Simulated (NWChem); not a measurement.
SiNH₃Cl₂; SMILES [SiH](N)(Cl)Cl

```xyz
7

Si     0.3056     0.4330     0.0076
N      1.8963    -0.1737    -0.1319
Cl    -0.6972    -0.0610    -1.7296
Cl    -0.8024    -0.3279     1.5999
H      0.3420     1.8935     0.1894
H      2.0605    -1.1159    -0.4677
H      2.6002     0.1107     0.5405
```
Atoms are numbered in this order, from 1.

Results from NWChem. Geometry optimised at B3LYP/6-31G*; all other runs use it. Pople sets run with spherical d functions.

```tsv
quantity	level	value
vertical, lowest state with f > 0.02, singlet (eV)	B3LYP/def2-SVPD, TDA	6.90
anisotropy (bohr³), static	B3LYP/def2-SVPD	___
solvation free energy (kcal/mol) in water	B3LYP/6-31G*, SMD	-3.7
vertical ionisation energy, ΔSCF (eV)	PBE/def2-SVP	___
dipole (D)	B3LYP/6-31G*	___
highest harmonic frequency (cm⁻¹)	B3LYP/6-31G*	3652
```

Q: Fill in the missing entries.

A: 
- anisotropy (bohr³), static, value: 13.2
- vertical ionisation energy, ΔSCF (eV), value: 9.83
- dipole (D), value: 2.85
